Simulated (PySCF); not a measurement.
Geometry:
| atom | x (Å) | y (Å) | z (Å) |
| --- | --- | --- | --- |
| C1 | 2.048 | 1.167 | -0.217 |
| C2 | 1.777 | -0.243 | 0.178 |
| S3 | 2.914 | -1.405 | 0.182 |
| C4 | 0.368 | -0.533 | 0.675 |
| C5 | -0.206 | -1.888 | 0.301 |
| C6 | -0.764 | -1.617 | -1.091 |
| C7 | -1.353 | -0.225 | -0.948 |
| O8 | -0.576 | 0.400 | 0.100 |
| Al9 | -1.272 | 2.023 | 1.006 |
| H10 | 1.412 | 1.457 | -1.070 |
| H11 | 1.765 | 1.847 | 0.606 |
| H12 | 3.104 | 1.305 | -0.475 |
| H13 | 0.371 | -0.346 | 1.762 |
| H14 | -1.008 | -2.156 | 1.005 |
| H15 | 0.570 | -2.663 | 0.328 |
| H16 | 0.053 | -1.622 | -1.830 |
| H17 | -1.515 | -2.351 | -1.412 |
| H18 | -1.275 | 0.399 | -1.850 |
| H19 | -2.402 | -0.238 | -0.611 |
| H20 | -2.736 | 1.497 | 1.408 |
| H21 | -1.180 | 3.080 | -0.197 |
| H22 | -0.164 | 2.111 | 2.167 |

Geometry: PBE0-D3(BJ)/def2-SVP; GIAO shifts from PySCF 2.14.0 with density-fitted response routines, gas phase, non-relativistic, averaged over equivalent atoms.

At WP04/pcSseg-1 (232 basis functions, 53 s wall time on 1 thread of an Arm Neoverse V1, shared host):
```
      atoms  δ (ppm)
         C2    276.5
         C4    100.5
         C7     75.9
         C1     43.9
         C5     35.8
         C6     29.1
         S3    968.1
         O8     68.7
        Al9     62.0
        H13     5.01
        H18     4.09
        H19     3.99
        H15     3.30
H20/H21/H22     3.28
H10/H11/H12     3.26
        H14     1.94
        H17     1.71
        H16     1.69
```

Scale: $^{13}$C (σ = 172.44 ppm) and $^{1}$H (σ = 31.56 ppm) against TMS; $^{33}$S (σ = 462.27 ppm) against CS2; H2O for $^{17}$O (σ = 317.54 ppm); AlH4- for $^{27}$Al (σ = 483.51 ppm) (reference shieldings calculated alike).

Predict the values at PBE0/pcSseg-1 on the same geometry.

Answers


| atoms | δ at PBE0/pcSseg-1 | change |
| --- | --- | --- |
| C2 | 276.0 | -0.5 |
| C4 | 98.6 | -1.9 |
| C7 | 73.3 | -2.6 |
| C1 | 44.6 | +0.7 |
| C5 | 33.6 | -2.2 |
| C6 | 26.7 | -2.4 |
| S3 | 941.4 | -26.7 |
| O8 | 69.2 | +0.5 |
| Al9 | 83.5 | +21.5 |
| H13 | 5.02 | +0.01 |
| H18 | 4.20 | +0.11 |
| H19 | 4.00 | +0.01 |
| H15 | 3.45 | +0.15 |
| H20/H21/H22 | 4.36 | +1.08 |
| H10/H11/H12 | 3.40 | +0.14 |
| H14 | 1.91 | -0.03 |
| H17 | 1.73 | +0.02 |
| H16 | 1.72 | +0.03 |

Referencing at the same level of theory: $^{13}$C (σref 184.41), $^{1}$H (σref 31.27) vs TMS; $^{33}$S (σref 495.66) against CS2; $^{17}$O (σref 334.56) against H2O; $^{27}$Al (σref 489.28) vs AlH4-.

The largest change is at S3 (thione sulfur). Cost: 232 basis functions, 60 s wall time on 1 thread of an Arm Neoverse V1, shared host. The order of the carbon signals is the same at both levels.

Experimental scales use liquid or dissolved standards, which lie at an offset from isolated H2O (liquid H2O: subtract about 36 ppm).
